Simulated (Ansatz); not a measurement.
C2HBF2 (SMILES C#CB(F)F): the energy to break a bond

C2HBF2: 6 atoms, total charge 0, spin state singlet. SMILES: `C#CB(F)F`. The shape was relaxed beforehand at B3LYP/def2-SVP.

```xyz
6

C    -0.8901    0.4542    1.2623
C    -0.2182    0.1063    0.3106
B     0.6260   -0.3313   -0.8841
F     0.1587   -1.1842   -1.7764
F     1.8499    0.1294   -1.0626
H    -1.4843    0.7617    2.1041
```

Wanted: the dissociation energy of the F5–B3 bond into doublet F and doublet C2HBF (shapes relaxed at B3LYP/def2-SVP, no zero-point term). 1 Eh = 2625.50 kJ/mol = 27.2114 eV. Totals in Eh; open shells run unrestricted unless said.

| level | program | C2HBF2 | doublet F | doublet C2HBF |
| --- | --- | --- | --- | --- |
| HF/def2-SVP | Ansatz | -299.717765 | -99.284051 | -200.219819 |
| r2SCAN/def2-SVP | Ansatz | -301.030398 | -99.598774 | -201.160494 |
| B2PLYP/def2-SVP, 5 core orbitals frozen | Ansatz | -300.931665 | -99.572184 | -201.084973 |

Problem. Work out the dissociation energy at each level.

Solution. 
1. HF/def2-SVP: (-99.284051) + (-200.219819) − (-299.717765) = 0.213895 Eh = 561.6 kJ/mol = 5.82 eV.
2. r2SCAN/def2-SVP: (-99.598774) + (-201.160494) − (-301.030398) = 0.271130 Eh = 711.9 kJ/mol = 7.38 eV.
3. B2PLYP/def2-SVP: (-99.572184) + (-201.084973) − (-300.931665) = 0.274508 Eh = 720.7 kJ/mol = 7.47 eV.

The levels span 562 to 721 kJ/mol; no measured value is set beside them. C2HBF is spin-contaminated at HF/def2-SVP (⟨S²⟩ = 0.87). Hartree–Fock lacks the correlation of the electrons that are unpaired, so it comes out low. A bond enthalpy at 298 K also holds the loss of zero-point energy and thermal terms.
